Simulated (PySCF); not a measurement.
# Two-component Hartree-Fock for Dy⁴³⁺ (dysprosium, charge +43)

Start: [Ar] 3d5; 3d3/2 filled at m_j = -3/2, -1/2, +1/2, +3/2; 3d5/2 filled at m_j = +5/2. Calculated with PySCF 2.14 in an uncontracted even-tempered set (16 s from 9.8 bohr⁻², ratio 2.8; 12 p from 13 bohr⁻², ratio 2.8; 8 d from 13 bohr⁻², ratio 2.8; 3 f from 43 bohr⁻², ratio 3): generalised Hartree-Fock with the X2C-1e Hamiltonian and a Gaussian nucleus; one run each with spin-orbit coupling (SO) switched off, then screened by Boettger's factors.

```
spinor shell  electrons  ε, spin-free (eV)  ε, screened SO (eV)  weight of nominal j (screened SO)  rms radius, screened SO (bohr)
       1s1/2          2           -56447.6             -56433.4                              1.000                          0.0240
       2s1/2          2           -11447.7             -11441.9                              1.000                          0.0965
       2p1/2          2           -10425.6             -11003.8                              1.000                          0.0825
       2p3/2          4           -10425.6             -10175.4                              1.000                          0.0888
       3s1/2          2            -4142.4              -4140.6                              1.000                           0.240
       3p1/2          2            -3818.0              -3966.6                              0.998                           0.230
       3d3/2          4            -3484.2              -3494.6                              0.976                           0.210
       3d5/2          1            -3484.2              -3452.0                              1.000                           0.213
```

(1) Where does 3p3/2 lie, and what is the 3p spin-orbit splitting (screened SO)?

```tsv
quantity	spin-free	screened SO
E (hartree)	-10692.61895	-10703.06048
M_J	5/2	5/2
⟨J²⟩	8.750	8.753
⟨L²⟩	0.000	5.007
⟨S²⟩	8.750	3.358
```

Each row is a mean over spinors that exchange with the open shell spreads, by up to 32.243 eV (3p3/2).

Breit and QED terms are absent; they matter most for the inner s and p1/2 levels.

Densities and radii are taken from the X2C orbitals without a picture-change correction, which distorts them close to the nucleus.

Without spin-orbit coupling the j labels of p, d and f shells carry no meaning; the spin-free column gives the mean over the occupied spinors of each nl shell.

Results:

(1) At -3752.5 eV, 214.04 eV above 3p1/2.
